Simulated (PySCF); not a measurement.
Isomers of C2H9N3Si2, mass 131.034 u with the commonest isotopes. Method: CAM-B3LYP/def2-SVPD in PySCF (dipole) on a GFN2-xTB geometry, gas phase. One conformer each, none proved a minimum here; rigid rotors.

Question: Order these by dipole moment, smallest first.
A. `[N:1]#[C:2][CH2:3][Si@H:4]([NH2:5])[NH:6][SiH3:7]` with C2–C3–Si4–N5 -56°, C3–Si4–N5–H -178° and 45°, C3–Si4–N6–Si7 -74°
B. `[CH3:1][NH:2][SiH2:3][Si@H:4]([NH2:5])[C:6]#[N:7]` with C1–N2–Si3–Si4 173°, N2–Si3–Si4–N5 170°, Si3–Si4–N5–H 52° and -166°
C. `[N:1]#[C:2][Si@@H:3]([NH2:4])[CH2:5][NH:6][SiH3:7]` with C2–Si3–N4–H 154° and -62°, C2–Si3–C5–N6 179°, Si3–C5–N6–Si7 141°

Answer: B (3.78 D), A (4.11 D), C (4.38 D).

Question: Order these by rotational constant C, smallest first.
A. `[CH3:1][NH:2][SiH2:3][Si@H:4]([NH2:5])[C:6]#[N:7]` with C1–N2–Si3–Si4 173°, N2–Si3–Si4–N5 170°, Si3–Si4–N5–H 52° and -166°
B. `[N:1]#[C:2][CH2:3][Si@H:4]([NH2:5])[NH:6][SiH3:7]` with C2–C3–Si4–N5 -56°, C3–Si4–N5–H -178° and 45°, C3–Si4–N6–Si7 -74°
C. `[N:1]#[C:2][Si@@H:3]([NH2:4])[CH2:5][NH:6][SiH3:7]` with C2–Si3–N4–H 154° and -62°, C2–Si3–C5–N6 179°, Si3–C5–N6–Si7 141°

Answer: C (666.0 MHz), B (732.2 MHz), A (773.4 MHz).

Question: Order these by rotational constant B, smallest first.
A. `[N:1]#[C:2][CH2:3][Si@H:4]([NH2:5])[NH:6][SiH3:7]` with C2–C3–Si4–N5 -56°, C3–Si4–N5–H -178° and 45°, C3–Si4–N6–Si7 -74°
B. `[CH3:1][NH:2][SiH2:3][Si@H:4]([NH2:5])[C:6]#[N:7]` with C1–N2–Si3–Si4 173°, N2–Si3–Si4–N5 170°, Si3–Si4–N5–H 52° and -166°
C. `[N:1]#[C:2][Si@@H:3]([NH2:4])[CH2:5][NH:6][SiH3:7]` with C2–Si3–N4–H 154° and -62°, C2–Si3–C5–N6 179°, Si3–C5–N6–Si7 141°

Answer: C (721.3 MHz), A (855.7 MHz), B (1001 MHz).

| SMILES | point group | Ia (u·Å²) | Ib (u·Å²) | Ic (u·Å²) | κ | μa (D) | μb (D) | μc (D) |
| --- | --- | --- | --- | --- | --- | --- | --- | --- |
| N#CC[Si@H](N)N[SiH3] | C1 | 134.72 | 590.60 | 690.18 | -0.92 | 3.88 | 1.16 | 0.67 |
| N#C[Si@@H](N)CN[SiH3] | C1 | 118.43 | 700.66 | 758.79 | -0.97 | 3.61 | 1.82 | 1.69 |
| CN[SiH2][Si@H](N)C#N | C1 | 195.66 | 505.00 | 653.42 | -0.75 | 1.64 | 3.28 | 0.90 |
